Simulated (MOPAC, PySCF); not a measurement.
[Zn(Cl)2], neutral singlet in the gas phase. 

Cartesian coordinates (Å):
```xyz
3

Zn     0.0000     0.0000     0.0000
Cl    -1.3454     0.3612     1.5765
Cl     1.3454    -0.3612    -1.5765
```
Charge 0, multiplicity 1.

All levels are single points at this geometry (TPSS-D3(BJ)/def2-SVP); Pople sets use spherical d functions. Orbital energies aren't observables, and empty levels follow the basis.

PM7 in MOPAC gives gap (eV) = 11.51.

Problem. Estimate the gap (eV) from each of these levels: B3LYP-D3(BJ)/def2-TZVP in PySCF; PBE-D3(BJ)/def2-TZVP in PySCF; TPSSh-D3(BJ)/def2-TZVP in PySCF; B3LYP/6-31G* (LANL2DZ on Zn) in PySCF; BP86/6-31G* (LANL2DZ on Zn) in PySCF; M06-2X/6-31G* (LANL2DZ on Zn) in PySCF; PBE/6-31G* (LANL2DZ on Zn) in PySCF; SVWN5/6-31G* (LANL2DZ on Zn) in PySCF; HF/STO-3G in PySCF; AM1 in MOPAC; PM3 in MOPAC; PM6 in MOPAC.

Solution. 
```
level                                   gap (eV)
--------------------------------------  --------
B3LYP-D3(BJ)/def2-TZVP in PySCF             6.74
PBE-D3(BJ)/def2-TZVP in PySCF               5.04
TPSSh-D3(BJ)/def2-TZVP in PySCF             6.23
B3LYP/6-31G* (LANL2DZ on Zn) in PySCF       6.51
BP86/6-31G* (LANL2DZ on Zn) in PySCF        4.89
M06-2X/6-31G* (LANL2DZ on Zn) in PySCF      9.04
PBE/6-31G* (LANL2DZ on Zn) in PySCF         4.89
SVWN5/6-31G* (LANL2DZ on Zn) in PySCF       4.76
HF/STO-3G in PySCF                         11.09
AM1 in MOPAC                               10.93
PM3 in MOPAC                                9.02
PM6 in MOPAC                                9.90
```
